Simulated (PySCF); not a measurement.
Work out the structure from these simulated measurements.

Formula: C3H13NSi2.

- 13C NMR: chemical shifts (computed TMS as zero) by class: 32.7 (1 C), 10.3 (1 C), 3.0 (1 C) ppm [GIAO PBE0/pcSseg-1]
- UV, first state: lowest singlet excitation: 5.78 eV (214 nm, f = 0.004) [TDDFT PBE0/def2-SVPD]
- Rotational structure: rotational constants A, B, C: 9.933, 0.663, 0.638 GHz [GFN2-xTB]
- Dipole: 1.14 D [PBE0/def2-SVPD]
- 1H NMR: chemical shifts (computed TMS as zero) by class: 4.68 (2 H), 3.86 (3 H), 2.80 (3 H), 0.76 (2 H), 0.66 (2 H), -0.55 (1 H) ppm [GIAO PBE0/pcSseg-1]
- NMR, other nuclei: isotropic shieldings of nuclei other than C and H, by class: 254 (1 N), 376 (1 Si), 415 (1 Si) ppm [GIAO PBE0/pcSseg-1]
- Triplet: lowest triplet excitation (Tamm–Dancoff): 5.53 eV [TDA PBE0/def2-SVPD]

Electronic properties: PySCF, gas phase, density fitting. Levels stand in brackets. The structure is a single GFN2-xTB conformer in the gas phase; no vibrational or solvent corrections. Each NMR value is the plain mean over a class of atoms that symmetry, rotation or inversion makes alike.

Q: Propose a structure and show how it fits.

A: Numbering: `[CH3:1][NH:2][SiH2:3][CH2:4][CH2:5][SiH3:6]`. Its formula, C3H13NSi2, gives 0 degrees of unsaturation, so no ring and no π bond. 3 carbons fall into 3 classes; from least to most shielded: N-methyl carbon [C1] (32.7 ppm), sp3 carbon bound to silicon [C4] (10.3 ppm), sp3 carbon bound to silicon [C5] (3.0 ppm). Hydrogen classes from least to most shielded: 2 H on an SiH2 silicon, Si3 (4.68 ppm), 3 H on an SiH3 silicon, Si6 (3.86 ppm), 3 H on an N-methyl carbon, C1 (2.80 ppm), 2 H on an sp3 carbon bound to silicon, C4 (0.76 ppm), 2 H on an sp3 carbon bound to silicon, C5 (0.66 ppm), 1 H on a silicon-bound nitrogen, N2 (-0.55 ppm). The other shieldings belong to: 254 ppm, silicon-bound nitrogen [N2]; 376 ppm, SiH2 silicon [Si3]; 415 ppm, SiH3 silicon [Si6]. By its constants the optimised geometry is an asymmetric top. Structure: `C(C[SiH2]NC)[SiH3]`. Computed isomers that give other values at the same levels: `CC(C)[SiH2][SiH2]N` (13C chemical shifts (computed TMS as zero) by class: 22.7 (2 C), 16.7 (1 C) ppm); `CCCN[SiH2][SiH3]` (lowest singlet excitation: 5.14 eV (241 nm, f = 0.002)); `CNCC([SiH3])[SiH3]` (13C chemical shifts (computed TMS as zero) by class: 54.5 (1 C), 38.9 (1 C), 5.5 (1 C) ppm). The assignments are read from this structure; whether some other isomer fits the data as well wasn't checked.

Shape of the structure used: `[CH3:1][NH:2][SiH2:3][CH2:4][CH2:5][SiH3:6]`: C1–N2–Si3–C4 179°, N2–Si3–C4–C5 -171°, Si3–C4–C5–Si6 180°.
